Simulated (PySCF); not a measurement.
Species: C5H11B.
SMILES: `B1CCCCC1`

The closed-shell ground state was solved at several levels (PySCF, density fitting, gas phase, non-relativistic). The structure is a single GFN2-xTB conformer in the gas phase; no vibrational or solvent corrections.

| level | basis functions | total energy (Eh) | HOMO (eV) | LUMO (eV) | gap (eV) | dipole (D) |
| --- | --- | --- | --- | --- | --- | --- |
| PBE0/pcSseg-1 | 157 | -221.6927 | -7.89 | -0.77 | 7.12 | 0.38 |
| B3LYP/def2-SVPD | 208 | -221.8617 | -7.70 | -1.01 | 6.69 | 0.42 |
| B3LYP/pcJ-1 | 272 | -222.0272 | -7.70 | -0.99 | 6.71 | 0.38 |

Question: Estimate the row for PBE0/def2-SVPD, a basis of 208 functions; the other rows only guide the guess.

Answer: Total energy -221.5766 Eh, HOMO -7.88 eV, LUMO -0.77 eV, gap 7.11 eV, dipole 0.44 D.

Question: How far do the dipole and the HOMO energy spread over the levels?

Answer: The dipole runs from 0.38 to 0.44 D (mean 0.41 D) and the HOMO from -7.89 to -7.70 eV.
